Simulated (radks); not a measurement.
Problem. These are the eigenvalues of the occupied orbitals of an atom or ion with whole-number occupations (eV). All-electron calculation, scalar-relativistic Kohn-Sham, r2SCAN, spin-polarised, spherical densities, finite nucleus; meta-GGA in the generalised Kohn-Sham scheme; Fermi nuclear charge, rms radius of each element as measured or else 0.836 A^(1/3) + 0.57 fm. Program: a radial shooting solver on a logarithmic mesh with Libxc functionals.

| orbital | eigenvalue |
|---|---|
| 1s | -25387.54 |
| 2s | -3758.767 |
| 2p | -3369.453 |
| 3s | -701.4014 |
| 3p | -572.4886 |
| 3d | -369.6831 |
| 4s | -105.8049 |
| 4p | -68.5053 |
| 4d | -15.7884 |

Which element is it, and in what charge state? The configuration may be excited. Open shells, if any, are filled with parallel spins first.

Solution. Z = 47, silver, charge +1: Ag+ in [Kr] 4d10. The list shows which subshells hold electrons but not how many an open one holds; the 1s level, -932.97 hartree, gives Z - s = 43.2 by -(Z - s)^2/2, which with screening and relativity narrows Z to a few neighbours, and the depths of the outer levels then fix element, charge and occupations together.
